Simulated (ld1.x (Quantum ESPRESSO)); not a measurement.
# Building the RRKJ potential for Mo (Z = 42) (PW91, scalar-relativistic).

| Quantity | Value |
| --- | --- |
| Element | Mo (Z = 42) |
| Generator | ld1.x (Quantum ESPRESSO) 7.5 |
| Type | norm-conserving RRKJ (Kleinman–Bylander form) |
| Functional | PW91 |
| Relativity | scalar-relativistic |
| Frozen core | [Ar] 3d10 |
| Valence charge | 14 |
| Reference configuration | 4s2 4p6 4d5 5s0 5p0 (charge +1) |
| Partial waves | 4p (bound): rc 1.65 bohr; 4d (bound): rc 1.35 bohr; 4s (bound): rc 1.55 bohr |
| Local potential | the s channel |
| Core correction | none |

All-electron outer shells of the reference configuration (PW91, scalar-relativistic, ld1.x):

```tsv
shell	level (eV)	outermost node (bohr)	outermost maximum (bohr)
3d	-227.83	–	0.32
4s	-71.19	0.51	0.99
4p	-45.35	0.52	1.08
4d	-10.47	0.53	1.38
5s	-9.89	1.34	2.79
5p	-5.99	1.53	3.58
```

Q: Estimate the cutoffs (Ry, on a coarse ladder) from which the occupation-weighted sum of valence levels, in a spherical-Bessel basis at the reference potential, stays within 10 and 1 mRy of its value at 400 Ry.

A: 70 Ry and 100 Ry.

Q: What does a ghost test show?

A: No extra level below or beside the all-electron valence levels (p, d, s, f tested).

Q: Tests: 4s2 4p6 4d5 5s1 5p0; 4s2 4p6 4d4 5s0 5p0; 4s2 4p6 4d3 5s0 5p0; 4s2 4p6 4d4 5s2 5p0; 4s1 4p6 4d5 5s1 5p0; 4s2 4p6 4d4 5s1 5p0; 4s2 4p6 4d5 5s0 5p1. Which has the largest error in its energy relative to the reference configuration, and how large is it?

A: 4s2 4p6 4d4 5s2 5p0, with +1059 meV (all-electron minus pseudo) on -6.75 eV.
